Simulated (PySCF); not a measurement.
A run for PySCF: R-HF/STO-3G on BCl, 2S+1 = 1, a spin state set in the input, which need not be the lowest, a point of a bond scan (R = 1.641 Å).

```python
from pyscf import gto, scf, dft, mp
from pyscf.data.elements import chemcore

mol = gto.M(
    atom='''
    B     0.00000000    0.00000000    0.00000000
    Cl    0.00000000    0.00000000    1.64057400
    ''',
    basis='sto-3g',
    charge=0, spin=0, verbose=3, max_memory=1800)
mf = scf.RHF(mol)
mf.conv_tol = 1e-8
mf.max_cycle = 100
mf.kernel()
if not mf.converged:
    mf = mf.newton().run(mf.mo_coeff, mf.mo_occ)
```

Program output:

```
converged SCF energy = -478.840912171723
```

The calculation finished and met its thresholds.

Cost: about 0.07 core-seconds (a rough figure).
